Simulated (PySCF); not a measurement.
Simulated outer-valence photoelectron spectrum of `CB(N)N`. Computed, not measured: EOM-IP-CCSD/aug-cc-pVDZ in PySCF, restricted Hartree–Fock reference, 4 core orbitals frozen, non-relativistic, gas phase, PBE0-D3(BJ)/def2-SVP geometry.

Each root has a Gaussian of 0.4 eV full width with its one-hole share as area; cross sections and vibrations are left out, and the highest printed point is 100.

(ionisation energy (eV), intensity): (8.6, 2), (8.8, 22), (9.0, 70), (9.2, 56), (9.4, 11), (9.6, 1), (9.8, 0), (10.0, 0), (10.2, 0), (10.4, 0), (10.6, 8), (10.8, 47), (11.0, 75), (11.2, 49), (11.4, 71), (11.6, 59), (11.8, 13), (12.0, 1), (12.2, 0), (12.4, 0), (12.6, 0), (12.8, 9), (13.0, 51), (13.2, 74), (13.4, 38), (13.6, 57), (13.8, 71), (14.0, 23), (14.2, 8), (14.4, 44), (14.6, 75), (14.8, 32), (15.0, 3), (15.2, 0), (15.4, 0), (15.6, 0), (15.8, 0), (16.0, 0), (16.2, 6), (16.4, 44), (16.6, 94), (16.8, 100), (17.0, 64), (17.2, 14), (17.4, 1)

Question: Where are the maxima, and how many lines lie under the curve?

Answer: 7 maxima, at 9.1, 11.0, 11.5, 13.2, 13.7, 14.6 and 16.7 eV, from 8 lines. At this width some lines have no maximum of their own.

Question: List the lines with their holes.

Answer: 
| E (eV) | leading hole (HF orbital) | area | Koopmans (eV) |
| --- | --- | --- | --- |
| 9.07 | HOMO | 0.95 | 10.18 |
| 10.96 | HOMO-1 | 0.94 | 12.08 |
| 11.48 | HOMO-2 | 0.96 | 12.56 |
| 13.15 | HOMO-3 | 0.96 | 14.01 |
| 13.74 | HOMO-4 | 0.95 | 14.57 |
| 14.58 | HOMO-5 | 0.95 | 15.88 |
| 16.58 | HOMO-6 | 0.95 | 17.77 |
| 16.89 | HOMO-7 | 0.95 | 18.13 |

The widest gap, 2.00 eV, lies between 14.58 and 16.58 eV. Only orbitals with −ε under 21 eV, eight at most, were ionised, so the high end of the curve may lack lines.

Hardware: Arm Neoverse V1, one thread, no GPU, on a shared host. Cost: 4.1 min, 2.7 GiB resident at most.

The values belong to the conformer `[CH3:1][B:2]([NH2:3])[NH2:4]`: H–N3–B2–C1 -179°, H–N3–B2–C1 1°, H–N4–B2–C1 -1°, H–N4–B2–C1 179°.
